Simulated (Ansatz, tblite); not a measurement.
Forces on the cluster Al8Sb9⁻ at its PBE-D4/def2-SVP geometry. Charge -1, multiplicity 1.

In the def2 sets Sb takes a core potential; there is no spin–orbit coupling. The xTB rows come from tblite. Single mean-field runs in def2-TZVP are fitted with def2-universal-jkfit. The structure comes from a short search, and lower isomers may exist.

GFN1-xTB (tblite), largest force 2.03 eV/Å:

```xyz
17
positions Å, forces eV/Å
Al    3.421   -0.126   -1.587   -0.168   -0.137    0.386
Al   -2.305   -0.278    2.519    0.607   -0.059    0.208
Al    2.997    1.881    0.399    0.226   -0.440   -0.264
Al    0.192   -0.193    2.003   -0.460    0.169    0.274
Al    3.605   -0.809    1.206   -0.131    0.114   -0.479
Al   -0.297    0.775   -1.796   -1.022    0.522   -0.630
Al   -2.659   -1.583   -0.058   -0.354    0.473   -0.468
Al   -5.051    0.676    0.973    0.335    0.190   -0.489
Sb   -3.934   -0.209   -1.973    1.276    0.193    1.563
Sb    0.091   -1.474   -0.313    0.193    0.453    0.084
Sb   -4.302   -1.928    2.021    0.195   -0.056   -0.469
Sb    5.424    0.716   -0.036   -0.129    0.055    0.137
Sb    2.393    0.943    2.874   -0.097   -0.179   -0.425
Sb   -2.288    1.276    0.250    0.085   -1.424   -1.094
Sb    2.771   -2.571   -0.646   -0.722    0.862    0.242
Sb   -2.061    0.804   -3.759    0.456   -0.266    0.984
Sb    2.003    2.098   -2.079   -0.292   -0.470    0.441
```

PBE-D4/def2-TZVP (Ansatz), largest force 0.16 eV/Å:

```
Al -0.020 0.018 0.072
Al -0.053 -0.016 -0.101
Al 0.027 -0.073 -0.023
Al 0.015 -0.005 -0.042
Al -0.025 0.043 -0.064
Al -0.064 0.000 -0.019
Al -0.031 0.100 0.028
Al 0.036 -0.041 -0.015
Sb 0.146 0.052 0.041
Sb 0.074 0.058 0.025
Sb 0.047 0.062 -0.015
Sb -0.067 -0.019 0.006
Sb -0.001 -0.018 -0.053
Sb -0.010 -0.151 -0.014
Sb -0.040 0.071 0.026
Sb -0.033 -0.038 0.098
Sb 0.000 -0.043 0.049
```
